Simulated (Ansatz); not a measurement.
`[OH][Hf]([F])([F])[SH]` + H–F → `[F][Hf]([F])([F])[SH]` + H₂O at 500 K and 1 bar (ligand exchange at the Hf–O bond).

Calculated with Ansatz (gas phase, PBE0-D4/def2-TZVP geometries, no zero-point term in ΔE). CBS: MP2 limit from def2 TZ/QZ plus the TZ coupled-cluster correction, frozen cores. This one scheme is used for every species. Elements past krypton have def2 core potentials. For Hf outer-core shells are correlated without core-valence functions, which leaves a few kJ/mol of doubt a bond. One conformer a species, not always the lowest.

```tsv
species	CCSD(T)/CBS energy (Eh)	H − E (kJ/mol)	S (J/(mol·K))
`[OH][Hf]([F])([F])[SH]`	-721.92031	116.3	460.3
H–F	-100.39570	39.4	188.7
`[F][Hf]([F])([F])[SH]`	-745.95117	83.4	442.0
H₂O	-76.37941	73.2	206.3
```

H − E and S are ideal-gas, rigid-rotor, harmonic terms from PBE0-D4/def2-TZVP, for one conformer and one mirror image of each species. 1 Eh = 2625.50 kJ/mol, R = 8.31446 J/(mol·K).

By hand: ΔE, ΔH, ΔS and ΔG.

ΔE = (-745.95117) + (-76.37941) − (-721.92031) − (-100.39570) = -0.01457 Eh = -38.3 kJ/mol. Δ(H − E) = 83.4 + 73.2 − 116.3 − 39.4 = 0.9, so ΔH = -37.4 kJ/mol. ΔS = 442.0 + 206.3 − 460.3 − 188.7 = -0.7 J/(mol·K). ΔG = -37.4 − 500 × (-0.7)/1000 = -37.0 kJ/mol.

By hand: the equilibrium constant, and the temperature at which ΔG would vanish if ΔH and ΔS stayed fixed.

log₁₀ K = −ΔG/(RT ln 10) = 3.9. ΔG = 0 at ΔH/ΔS = 53429 K, far beyond where these terms or the molecules hold.

The number of gas molecules stays the same, so ΔS is small and ΔH decides. A doubt of 5 kJ/mol in ΔE shifts log₁₀ K by 0.5 here. Other conformers and mirror images would add mixing entropy, several J/(mol·K) or more a flexible species. Modes under 60 cm⁻¹, often nearly free rotors, make the harmonic entropy too high. These are equilibria of isolated gas molecules and say nothing of rates. Largest T1 diagnostic: 0.016 (customary marks: 0.02 for closed shells, 0.045 for open ones).
